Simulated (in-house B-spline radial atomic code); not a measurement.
Results of a calculation; reference values are marked as such.
Impurity-limited mobility of n-type InAs at n = 1.0166e15 cm⁻³, compensation 0.3

For InAs the NSM archive of the Ioffe Institute lists m* = 0.023 m0 and ε = 15.15.

One parabolic, isotropic band at zero temperature, uniform dielectric constant, impurities scattering independently, no phonons and no central-cell term; real bands flatten as E_F rises, which lowers the mobility at the highest densities. In effective units each ion is a point charge Z in an electron gas; its screened potential is solved self-consistently in the LDA with open boundaries (B-splines, partial waves to l = 16), which gives the phase shifts δ_l at the Fermi level.

(1) Put the electron gas into effective units.

Self-consistent phase shifts (rad):

| l | donor, Z = +1 | acceptor, Z = −1 |
| --- | --- | --- |
| 0 | 0.9603 | -0.6698 |
| 1 | 0.1371 | -0.1895 |
| 2 | 0.0277 | -0.0459 |
| 3 | 0.0061 | -0.0105 |
| 4 | 0.0014 | -0.0024 |
| 5 | 0.0003 | -0.0006 |
| 6 | 0.0001 | -0.0001 |
| 7 | 0.0000 | 0.0000 |
| 8 | 0.0000 | 0.0000 |

With all partial waves the Friedel sums are 0.998 and -1.003, and Σ (l + 1) sin²(δ_l − δ_(l+1)) is 0.56310 for the donor and 0.25848 for the acceptor. The screened donor binds no level.

(2) Find the transport cross sections, and compare them with the Born approximation for Thomas-Fermi screening (Brooks-Herring).

(3) With N_A/N_D = 0.3 and n = N_D − N_A, what are the mobility and the resistivity?

## Answers

(1) a* = 0.0529177 nm × 15.15/0.023 = 34.86 nm and Ha* = 27211.386 meV × 0.023/15.15² = 2.727 meV. From 4π (r_s a*)³/3 = 1/n, r_s = 1.770. Then k_F = 1.91916/r_s = 1.0843 per a*, E_F = k_F²/2 = 0.5878 Ha* = 1.6 meV, and Mott's number n^(1/3) a* = 0.350.

(2) σ_tr = (4π/k_F²) × sum: 6.019 a*² for the donor and 2.763 a*² for the acceptor. Thomas-Fermi gives q_s² = 4k_F/π = 1.3805, so b = 4k_F²/q_s² = 3.406, and σ_Born = (2π/k_F⁴)(ln(1 + b) − b/(1 + b)) = 4.546 × 0.7100 = 3.228 a*² for either sign. The donor scatters 1.86 times and the acceptor 0.86 times as much. Two things differ from Brooks-Herring. First order with Lindhard's response and the LDA kernel gives 1.60 times σ_Born for either sign: screening weakens at large momentum transfer, and the exchange-correlation potential of the screening charge adds to the ion's own, which is the larger part in a thin gas. Higher orders then split the signs, leaving the donor at 1.17 and the acceptor, which keeps the electrons out, at 0.54 of that.

(3) N_D = 1.45e15 and N_A = 4.36e14 cm⁻³. μ = e/(ħ k_F Σ N σ_tr), with e/ħ = 15.193 cm²/(V·s) per nm². Here k_F = 0.03111 nm⁻¹, a*² = 1215 nm², 1 cm⁻³ = 1e-21 nm⁻³, and Σ N σ_tr = 0.01208 nm⁻¹, a mean free path of 82.8 nm. So μ = 40400 cm²/(V·s) and ρ = 1/(n e μ) = 0.152 Ω·cm. Brooks-Herring would give 66000 cm²/(V·s). k_F times the mean free path is 2.6, too small for independent scattering to hold.
